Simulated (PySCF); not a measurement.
## Telling isomers of C₅H₁₁ClO₂Si₂ apart by NMR

PySCF 2.14.0 with density-fitted response routines calculation with GFN2-xTB geometry and shieldings: GIAO PBE0/pcSseg-1; no relativistic terms, in vacuum, single conformer, equivalent nuclei averaged.

Referencing at the same level of theory: ¹H (σ = 31.72 ppm) and ¹³C (σ = 186.93 ppm) vs TMS. Where no couplings were computed, multiplicities follow the n + 1 count of equivalent neighbours, and m marks all less simple cases (inequivalent or close neighbours, rings, F or P nearby). Shifts are as computed. Against solution values, carbons near 30 ppm lie about +3 ppm off and those near 130 ppm about +5 ppm; carbons on Cl a further +6 ppm. Of 1309 compounds with measured shifts, 239 miss one by over three times the rms of a fit or turn the order of signals round; such compounds aren't used in these exercises. Carbons bonded to Cl come out too deshielded.

(1) Tabulate the signals of `CO[SiH2]/C=C(/[SiH2]Cl)C(C)=O`, `CC(=O)OC/C=C(/Cl)[SiH2][SiH3]` and their relative energies.

(2) What is the quickest way to tell CO[SiH2]/C=C(/[SiH2]Cl)C(C)=O from CC(=O)OC/C=C(/Cl)[SiH2][SiH3]?

Answers

(1) 
| SMILES | carbon types | δC | δH | E rel. (kcal/mol) |
| --- | --- | --- | --- | --- |
| CO[SiH2]/C=C(/[SiH2]Cl)C(C)=O | 2×C 1×CH 2×CH3 | 203.7, 195.2, 152.5, 52.7, 31.4 | 8.64 (t, 1H), 5.44 (s, 2H), 4.98 (d, 2H), 3.80 (s, 3H), 2.65 (s, 3H) | 0.0 |
| CC(=O)OC/C=C(/Cl)[SiH2][SiH3] | 2×C 1×CH 1×CH2 1×CH3 | 176.2, 147.7, 147.5, 67.8, 23.3 | 6.88 (t, 1H), 4.59 (d, 2H), 4.52 (q, 2H), 3.52 (t, 3H), 2.13 (s, 3H) | 44.3 |

Energies are electronic energies at PBE0/pcSseg-1 on these geometries, without zero-point or thermal terms, each for the one conformer computed, which needn't be the lowest.

(2) Both give the same number of carbon signals, but DEPT or the intensities differ. The first has a β carbon of a C=C–C=O unit (CH) at 195.2 ppm, the second an allylic sp3 CH2 bonded to O at 67.8 ppm. Their most deshielded carbons lie at 203.7 and 176.2 ppm. In the proton spectra the most deshielded non-exchanging signals are 8.64 (t, 1H) and 6.88 (t, 1H).
